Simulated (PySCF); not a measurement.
## InSb, PBE0: how much the basis matters

PySCF, UKS reference; triplet, unpaired electrons π ↑↑; De to In + Sb without counterpoise correction.

```json
{"basis": "def2-SVP", "relativity": "scalar-relativistic core potentials", "functions": "52", "Re (Å)": "2.957", "ωe (cm⁻¹)": "145", "De (eV)": "1.67", "μ (D)": "-1.97"}
{"basis": "cc-pVTZ-PP", "relativity": "scalar-relativistic core potentials", "functions": "78", "Re (Å)": "2.945", "ωe (cm⁻¹)": "145", "De (eV)": "1.70", "μ (D)": "-1.88"}
{"basis": "def2-TZVPPD", "relativity": "scalar-relativistic core potentials", "functions": "112", "Re (Å)": "2.940", "ωe (cm⁻¹)": "145", "De (eV)": "1.72", "μ (D)": "-1.94"}
```

Problem. How does each smaller set differ from the one with most functions, def2-TZVPPD?

Solution. def2-SVP: +1.7 pm, +0.0 % in ωe, -0.05 eV in De; cc-pVTZ-PP: +0.5 pm, +0.0 % in ωe, -0.02 eV in De. All at PBE0; the set with most functions is neither the basis-set limit nor always the best.

A positive dipole means In(−)Sb(+). These are scalar-relativistic numbers at best; spin–orbit coupling would shift them, the dissociation energy most. The state was picked by a PBE0 search and need not be the measured ground state.
